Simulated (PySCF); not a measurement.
**Excited states of Hg (mercury, neutral)**

Ground state [Xe] 4f14 5d10 6s2, ¹S. All numbers are calculated (PySCF 2.14, scalar relativity through the core potential, in def2-TZVPPD with one added diffuse shell each of s, p, d, f type with the def2 core potential (60 electrons) (7s7p4d3f1g, 78 functions)). Vertical excitation energies in eV without spin-orbit coupling; excited terms of each kind are numbered among those the solver found. Frozen: 5s2 5p6.

```json
{"term": "1 3P°", "leading excitation": "6s → p", "EOM-EE-CCSD": "5.162", "measured centre of gravity (NIST)": "n/a"}
{"term": "1 1P°", "leading excitation": "6s → p", "EOM-EE-CCSD": "6.703", "measured centre of gravity (NIST)": "n/a"}
{"term": "1 3S", "leading excitation": "6s → s", "EOM-EE-CCSD": "7.600", "measured centre of gravity (NIST)": "7.730 (5d10(1S)6s7s)"}
{"term": "1 1S", "leading excitation": "6s → s", "EOM-EE-CCSD": "7.885", "measured centre of gravity (NIST)": "7.926 (5d10(1S)6s7s)"}
{"term": "2 3P°", "leading excitation": "6s → p", "EOM-EE-CCSD": "8.713", "measured centre of gravity (NIST)": "n/a"}
{"term": "2 1P°", "leading excitation": "6s → p", "EOM-EE-CCSD": "9.003", "measured centre of gravity (NIST)": "n/a"}
{"term": "1 1D", "leading excitation": "6s → d", "EOM-EE-CCSD": "9.972", "measured centre of gravity (NIST)": "n/a"}
{"term": "1 3D", "leading excitation": "6s → d", "EOM-EE-CCSD": "9.978", "measured centre of gravity (NIST)": "n/a"}
```

Only the lower part of the computed list is shown. Doubly excited terms such as np² are absent. The solver can miss terms. Rydberg members are limited by the diffuse functions of the basis.
